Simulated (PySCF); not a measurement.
AlH₄, SMILES [AlH4-], charge -1. Atoms are numbered in the order given.

```xyz
5

Al     0.0000     0.0000     0.0000
H      0.9506     0.9506     0.9506
H     -0.9506     0.9506    -0.9506
H     -0.9506    -0.9506     0.9506
H      0.9506    -0.9506    -0.9506
```
Charge -1, spin multiplicity 1.

Coordinates come from a PBE0-D3(BJ)/def2-TZVPD optimisation. The isomer is the one that the SMILES or the coordinates give; other isomers of the formula were not compared.

The numbers are results of PBE0/pcJ-1 in PySCF, not measurements.

Isotropic couplings with Fermi-contact, spin-dipole and both spin-orbit terms, one fixed conformer, no vibrational averaging. Isotopes: 1H.

```tsv
pair	bonds apart	J (Hz)
H2–H3	2	?
H2–H4	2	?
H2–H5	2	?
H3–H4	2	?
H3–H5	2	?
H4–H5	2	?
```

### Question
Complete the blanks. (The exact figures need the calculation; the answer reports its results.)

### Answer

- H2–H3, J (Hz): -0.3
- H2–H4, J (Hz): -0.3
- H2–H5, J (Hz): -0.3
- H3–H4, J (Hz): -0.4
- H3–H5, J (Hz): -0.3
- H4–H5, J (Hz): -0.3
